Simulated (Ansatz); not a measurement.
`B[Se]C` + HBr → `BBr` + `C[SeH]` at 500 K and 1 bar (ligand exchange at a B–Se bond).

Calculated with Ansatz (gas phase, PBE0-D4/def2-TZVP geometries, no zero-point term in ΔE). CCSD(T)/CBS is the MP2 limit (def2-TZVPP, def2-QZVPP) plus CCSD(T) − MP2 in def2-TZVPP, frozen cores. For Br, Se outer-core shells are correlated without core-valence functions, which leaves a few kJ/mol of doubt a bond. Scalar relativity is left out up to krypton.

```json
{"species": "`B[Se]C`", "CCSD(T)/CBS energy (Eh)": "-2466.56684", "H − E (kJ/mol)": "187.2", "S (J/(mol·K))": "346.5"}
{"species": "HBr", "CCSD(T)/CBS energy (Eh)": "-2573.91920", "H − E (kJ/mol)": "30.5", "S (J/(mol·K))": "213.7"}
{"species": "`BBr`", "CCSD(T)/CBS energy (Eh)": "-2599.32470", "H − E (kJ/mol)": "74.3", "S (J/(mol·K))": "270.3"}
{"species": "`C[SeH]`", "CCSD(T)/CBS energy (Eh)": "-2441.15625", "H − E (kJ/mol)": "142.1", "S (J/(mol·K))": "299.3"}
```

H − E and S are ideal-gas, rigid-rotor, harmonic terms from PBE0-D4/def2-TZVP. 1 Eh = 2625.50 kJ/mol, R = 8.31446 J/(mol·K).

Question: By hand: ΔE, ΔH, ΔS and ΔG.

Answer: ΔE = (-2599.32470) + (-2441.15625) − (-2466.56684) − (-2573.91920) = 0.00509 Eh = 13.4 kJ/mol. Δ(H − E) = 74.3 + 142.1 − 187.2 − 30.5 = -1.3, so ΔH = 12.1 kJ/mol. ΔS = 270.3 + 299.3 − 346.5 − 213.7 = 9.4 J/(mol·K). ΔG = 12.1 − 500 × (9.4)/1000 = 7.4 kJ/mol.

Question: By hand: the equilibrium constant, and the temperature at which ΔG would vanish if ΔH and ΔS stayed fixed.

Answer: log₁₀ K = −ΔG/(RT ln 10) = -0.8. ΔG = 0 at ΔH/ΔS = 1287 K, though so small a ΔS makes that figure unsure.

TΔS isn't small against ΔH here. A doubt of 5 kJ/mol in ΔE shifts log₁₀ K by 0.5 here. These are equilibria of isolated gas molecules and say nothing of rates. Largest T1 diagnostic: 0.013 (customary marks: 0.02 for closed shells, 0.045 for open ones).
